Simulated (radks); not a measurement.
Results of a calculation; reference values are marked as such.
Question: These are the eigenvalues of the occupied orbitals of an atom or ion with whole-number occupations (eV). Code: a radial shooting solver on a logarithmic mesh with Libxc functionals. Model: Dirac Kohn-Sham, BLYP, spin-unpolarised, spherical densities, point nucleus.

1s1/2: -13507.53
2s1/2: -1925.320
2p1/2: -1753.368
2p3/2: -1705.808
3s1/2: -411.8080
3p1/2: -351.7479
3p3/2: -344.2416
3d3/2: -240.7820
3d5/2: -239.4768
4s1/2: -141.9528

Which element is it, and in what charge state? The configuration may be excited. Open shells, if any, fill j = l - 1/2 first.

Answer: Z = 35, bromine, charge +8: Br8+ in [Ar] 3d7 4s2. The list shows which subshells hold electrons but not how many an open one holds; the 1s level, -496.39 hartree, gives Z - s = 31.5 by -(Z - s)^2/2, which with screening and relativity narrows Z to a few neighbours, and the depths of the outer levels then fix element, charge and occupations together.
